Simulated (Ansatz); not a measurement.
CH$_{4}$O$_{3}$Si, SMILES `O[Si]1(O)CO1` at its PBE0-D4/def2-TZVP geometry, where that method's forces vanish. The species carries charge 0 and has multiplicity 1.

```xyz
9

O     1.1211   -1.4357    0.7203
Si    0.2174   -0.4200   -0.1591
O     0.5876   -0.7965   -1.6898
C    -0.4575    1.1423    0.4036
O    -1.3264   -0.1004    0.2692
H     0.9652   -1.4433    1.6659
H     0.0788   -0.3622   -2.3761
H    -0.7831    1.9329   -0.2701
H    -0.4031    1.4827    1.4361
```

Q: What forces (eV/Å) does PBE-D4/def2-TZVPP give on these atoms in the Gaussian-basis code of Ansatz? (Best estimate.)

A: Ansatz gave: 
```
O1   0.429 -0.405 -0.129
Si2  0.178  0.207  0.015
O3   0.396 -0.374 -0.261
C4   0.199  0.359  0.050
O5  -0.864 -0.280  0.118
H6  -0.068 -0.002  0.425
H7  -0.227  0.195 -0.309
H8  -0.062  0.198 -0.137
H9   0.019  0.102  0.227
```
